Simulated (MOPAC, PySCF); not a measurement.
Constitutional and geometric isomers with formula CH6OSi2. Gas-phase values, no solvent. One relaxed conformer stands for each flexible species; it need not be the lowest. Strings in code marks are SMILES.

Quantity: vertical ionisation energy (energy after one electron is removed minus that of the parent at the parent's geometry), in eV.

Level 1: B3LYP/6-31G* // B3LYP-D3(BJ)/def2-TZVP (PySCF)
Level 2: PBE/6-31G* // B3LYP-D3(BJ)/def2-TZVP (PySCF)
Level 3: minus the HOMO energy of HF/3-21G // B3LYP-D3(BJ)/def2-TZVP (PySCF)
Level 4: minus the HOMO energy of PM6 // B3LYP-D3(BJ)/def2-TZVP (MOPAC)

```json
[
 {"species": "`CO[SiH]=[SiH2]` (C–O–Si–Si torsion 142°)", "level 1": "7.73", "level 2": "7.70", "level 3": "7.58", "level 4": "7.02"},
 {"species": "`C/[SiH]=[SiH]\\O` (Si–Si–O–H torsion 132°)", "level 1": "7.40", "level 2": "7.36", "level 3": "7.26", "level 4": "6.71"},
 {"species": "`[SiH3][C@@H]1O[SiH2]1`", "level 1": "9.64", "level 2": "9.45", "level 3": "10.46", "level 4": "9.68"}
]
```
